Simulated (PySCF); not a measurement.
ReOCl5, SMILES [O]=[Re]([Cl])([Cl])([Cl])([Cl])[Cl], multiplicity 1. Atoms are numbered in the order given.

```xyz
7

Re     0.0000     0.0000    -0.2039
O      0.0000     0.0000    -1.8980
Cl     1.6408     1.6408    -0.0938
Cl     1.6408    -1.6408    -0.0938
Cl    -1.6408     1.6408    -0.0938
Cl    -1.6408    -1.6408    -0.0938
Cl     0.0000     0.0000     2.1678
```

Geometry: B3LYP-D3(BJ)/def2-SVP. The spin state was assumed, not searched. The def2 effective core potentials stand for the cores of Re; spin–orbit coupling is left out.

All values below come from B3LYP-D3(BJ)/def2-SVP in PySCF.

Frequencies are harmonic and unscaled.

Modes within 1.5 cm⁻¹ of each other (mostly degenerate sets) share a row, with their intensities summed.

```json
[
 {"mode": "1–2", "ν (cm⁻¹)": "68", "IR (km/mol)": "0.7", "moving atoms (share of kinetic energy)": "Cl 77 %, O 22 %"},
 {"mode": "3", "ν (cm⁻¹)": "115", "IR (km/mol)": "0.0", "moving atoms (share of kinetic energy)": "Cl 100 %"},
 {"mode": "4–5", "ν (cm⁻¹)": "167", "IR (km/mol)": "54.9", "moving atoms (share of kinetic energy)": "Cl 66 %, Re 29 %"},
 {"mode": "6", "ν (cm⁻¹)": "188", "IR (km/mol)": "5.9", "moving atoms (share of kinetic energy)": "Cl 63 %, Re 33 %"},
 {"mode": "7", "ν (cm⁻¹)": "204", "IR (km/mol)": "0.0", "moving atoms (share of kinetic energy)": "Cl 100 %"},
 {"mode": "8–9", "ν (cm⁻¹)": "248", "IR (km/mol)": "44.0", "moving atoms (share of kinetic energy)": "O 53 %, Cl 42 %"},
 {"mode": "10–11", "ν (cm⁻¹)": "315", "IR (km/mol)": "36.8", "moving atoms (share of kinetic energy)": "Cl 100 %"},
 {"mode": "12–13", "ν (cm⁻¹)": "358", "IR (km/mol)": "167.2", "moving atoms (share of kinetic energy)": "Cl 79 %, Re 16 %"},
 {"mode": "14", "ν (cm⁻¹)": "377", "IR (km/mol)": "9.1", "moving atoms (share of kinetic energy)": "Cl 95 %"},
 {"mode": "15", "ν (cm⁻¹)": "999", "IR (km/mol)": "125.0", "moving atoms (share of kinetic energy)": "O 92 %"}
]
```
